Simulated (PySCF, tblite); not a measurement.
Isomers of C5H10Si, one GFN2-xTB conformer each. Single-point energies are computed at PBE0/pcSseg-1 (PySCF, gas phase, no added dispersion term), electronic only.

```
                 SMILES  GFN2-xTB relative energy (kJ/mol)
          C=CC[SiH]1CC1                              159.0
         C1CC1[SiH]1CC1                              137.0
C=C[C@@H]1[SiH2][C@H]1C                              112.7
  C=C(C)[C@@H]1C[SiH2]1                               99.5
      C=C/C=C(\C)[SiH3]                               48.8
          C[SiH]1CC=CC1                                0.0
        C=CC(=C)C[SiH3]                               51.6
          C=C[SiH]1CCC1                               92.4
```

Conformers: `[CH2:1]=[CH:2][CH2:3][SiH:4]1[CH2:5][CH2:6]1` with C1–C2–C3–Si4 106°, C2–C3–Si4–C5 151°; `[CH2:1]1[CH2:2][CH:3]1[SiH:4]1[CH2:5][CH2:6]1` with C2–C3–Si4–C5 -172°; `[CH2:1]=[CH:2][C@@H:3]1[SiH2:4][C@H:5]1[CH3:6]` with C1–C2–C3–Si4 51°; `[CH2:1]=[C:2]([CH3:3])[C@@H:4]1[CH2:5][SiH2:6]1` with C1–C2–C4–C5 -156°; `[CH2:1]=[CH:2]/[CH:3]=[C:4](\[CH3:5])[SiH3:6]` with C1–C2–C3–C4 179°; `[CH2:1]=[CH:2][C:3](=[CH2:4])[CH2:5][SiH3:6]` with C1–C2–C3–C4 179°, C2–C3–C5–Si6 81°; `[CH2:1]=[CH:2][SiH:3]1[CH2:4][CH2:5][CH2:6]1` with C1–C2–Si3–C4 132°, C2–Si3–C4–C5 121°, Si3–C4–C5–C6 -9°, C4–C5–C6–Si3 9°, C2–Si3–C6–C5 -121°.

Q: What does PBE0/pcSseg-1 give for the same structures?

A: 
```json
{"SMILES": "C[SiH]1CC=CC1", "PBE0/pcSseg-1 E (Eh)": "-485.64194", "PBE0/pcSseg-1 (kJ/mol)": "0.0", "GFN2-xTB (kJ/mol)": "0.0", "point group": "Cs"}
{"SMILES": "C=C[SiH]1CCC1", "PBE0/pcSseg-1 E (Eh)": "-485.60014", "PBE0/pcSseg-1 (kJ/mol)": "109.8", "GFN2-xTB (kJ/mol)": "92.4", "point group": "near Cs"}
{"SMILES": "C=C/C=C(\\C)[SiH3]", "PBE0/pcSseg-1 E (Eh)": "-485.59074", "PBE0/pcSseg-1 (kJ/mol)": "134.4", "GFN2-xTB (kJ/mol)": "48.8", "point group": "near Cs"}
{"SMILES": "C=CC(=C)C[SiH3]", "PBE0/pcSseg-1 E (Eh)": "-485.58971", "PBE0/pcSseg-1 (kJ/mol)": "137.1", "GFN2-xTB (kJ/mol)": "51.6", "point group": "C1"}
{"SMILES": "C=CC[SiH]1CC1", "PBE0/pcSseg-1 E (Eh)": "-485.58142", "PBE0/pcSseg-1 (kJ/mol)": "158.9", "GFN2-xTB (kJ/mol)": "159.0", "point group": "C1"}
{"SMILES": "C1CC1[SiH]1CC1", "PBE0/pcSseg-1 E (Eh)": "-485.57708", "PBE0/pcSseg-1 (kJ/mol)": "170.3", "GFN2-xTB (kJ/mol)": "137.0", "point group": "Cs"}
{"SMILES": "C=C(C)[C@@H]1C[SiH2]1", "PBE0/pcSseg-1 E (Eh)": "-485.57613", "PBE0/pcSseg-1 (kJ/mol)": "172.8", "GFN2-xTB (kJ/mol)": "99.5", "point group": "C1"}
{"SMILES": "C=C[C@@H]1[SiH2][C@H]1C", "PBE0/pcSseg-1 E (Eh)": "-485.57248", "PBE0/pcSseg-1 (kJ/mol)": "182.4", "GFN2-xTB (kJ/mol)": "112.7", "point group": "C1"}
```

Both levels put the same isomer lowest; measured from each level's own lowest isomer, the values differ by up to 85.6 kJ/mol (C=C/C=C(\C)[SiH3]: 48.8 against 134.4). As drawn, the highest has a three-membered ring, which the lowest lacks. Neighbours under 10 kJ/mol apart (C=C/C=C(\C)[SiH3] and C=CC(=C)C[SiH3]; C1CC1[SiH]1CC1 and C=C(C)[C@@H]1C[SiH2]1; C=C(C)[C@@H]1C[SiH2]1 and C=C[C@@H]1[SiH2][C@H]1C) can change places with a better method, another conformer or zero-point energy.

Q: Which frontier levels, dipoles and rotational constants go with these structures?

A: 
| SMILES | HOMO (eV, PBE0/pcSseg-1) | LUMO (eV) | dipole (D) | A, B, C (MHz) |
| --- | --- | --- | --- | --- |
| C[SiH]1CC=CC1 | -6.95 | 0.85 | 0.52 | 4878, 2321, 1865 |
| C=C[SiH]1CCC1 | -7.47 | -0.50 | 0.54 | 7168, 1622, 1508 |
| C=C/C=C(\C)[SiH3] | -6.65 | -1.13 | 0.79 | 5945, 1392, 1151 |
| C=CC(=C)C[SiH3] | -6.68 | -0.86 | 0.29 | 3619, 2129, 1520 |
| C=CC[SiH]1CC1 | -6.70 | 0.07 | 0.37 | 8617, 1331, 1305 |
| C1CC1[SiH]1CC1 | -6.48 | 0.86 | 0.94 | 7929, 1564, 1489 |
| C=C(C)[C@@H]1C[SiH2]1 | -6.12 | -0.03 | 0.79 | 5088, 1862, 1728 |
| C=C[C@@H]1[SiH2][C@H]1C | -6.23 | -0.20 | 0.79 | 4023, 2178, 1684 |

Q: What happens when harmonic zero-point energies from GFN2-xTB frequencies are added?

A: 
```
                 SMILES  ZPE (kJ/mol)  electronic (kJ/mol)  with ZPE (kJ/mol)
          C[SiH]1CC=CC1         345.1                  0.0                0.0
          C=C[SiH]1CCC1         345.2                109.8              109.9
      C=C/C=C(\C)[SiH3]         327.6                134.4              116.9
        C=CC(=C)C[SiH3]         328.3                137.1              120.3
          C=CC[SiH]1CC1         342.5                158.9              156.3
         C1CC1[SiH]1CC1         347.7                170.3              172.9
  C=C(C)[C@@H]1C[SiH2]1         338.3                172.8              166.0
C=C[C@@H]1[SiH2][C@H]1C         338.2                182.4              175.5
```

The zero-point energies span 20.1 kJ/mol. The lowest isomer stays, but the order above it changes.
